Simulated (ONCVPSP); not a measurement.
## Transferability test, ONCV potential for iron (Fe)

```json
{
  "Element": "iron",
  "Generator": "ONCVPSP 4.0.1",
  "Type": "optimised norm-conserving Vanderbilt (ONCV)",
  "Functional": "PBEsol",
  "Relativity": "scalar-relativistic",
  "Frozen core": "[Ar]",
  "Valence charge": "8",
  "Reference configuration": "3d7 4s1",
  "Partial waves": "4s: rc 2.65 bohr, ncon 4, nbas 8, qcut 2.5 1/bohr, 1 projector; p scattering state at 0.32 Ha: rc 2.40 bohr, ncon 4, nbas 9, qcut 2.9 1/bohr, 2 projectors, debl 2.9 Ha; 3d: rc 1.60 bohr, ncon 4, nbas 9, qcut 11 1/bohr, 2 projectors, debl 3 Ha; f scattering state at 0.15 Ha: rc 2.05 bohr, ncon 4, nbas 9, qcut 6.2 1/bohr, 1 projector",
  "Local potential": "polynomial inside 1.60 bohr (lpopt 5, dvloc0 3 Ha)",
  "Core correction": "Teter function, fcfact 5.75, rcfact 1.35"
}
```

Energies are relative to the spin-unpolarised reference configuration 3d7 4s1; without spin polarisation the order of configurations can differ from experiment. Not all tests gave a result: 1 of 4 tests not solved or not reliable.

```csv
valence configuration,charge,ΔE all-electron (eV),error AE − PS (meV)
3d6 4s2,0,0.801,-29
3d6 4s1,+1,9.547,-10
3d6 4s0,+2,25.663,-76
```
